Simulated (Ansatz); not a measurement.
One change: `C/N=C\N` becomes `C/N=C/N[SiH3]`.

Ansatz, PBE0-D4/def2-TZVP geometries, multiplicity 1. Each molecule was computed in one conformer, which needn't be the lowest.

| property | `C/N=C\N` |
| --- | --- |
| size of the dipole moment (B3LYP/def2-TZVPP) / D | 3.21 |
| HOMO–LUMO gap (B3LYP/def2-TZVPP) / eV | 7.06 |
| HOMO energy (PBE0/def2-TZVPP) / eV | -6.79 |
| HOMO energy (ωB97M-V/def2-TZVPP) / eV | -9.06 |
| HOMO energy (B3LYP/def2-TZVPP) / eV | -6.59 |
| HOMO–LUMO gap (PBE0/def2-TZVPP) / eV | 7.63 |

(1) Give the same properties after the change, and the shifts. (Estimate.)

## Answers

(1) The calculation gave: 
```tsv
property	`C/N=C/N[SiH3]`	shift
size of the dipole moment (B3LYP/def2-TZVPP) / D	2.24	-0.97
HOMO–LUMO gap (B3LYP/def2-TZVPP) / eV	6.82	-0.24
HOMO energy (PBE0/def2-TZVPP) / eV	-6.78	0.01
HOMO energy (ωB97M-V/def2-TZVPP) / eV	-9.01	0.05
HOMO energy (B3LYP/def2-TZVPP) / eV	-6.57	0.02
HOMO–LUMO gap (PBE0/def2-TZVPP) / eV	7.28	-0.35
```

Dipoles are sizes alone; their direction can turn.

B3LYP here is the variant with VWN-RPA as its local correlation; programs differ in this.
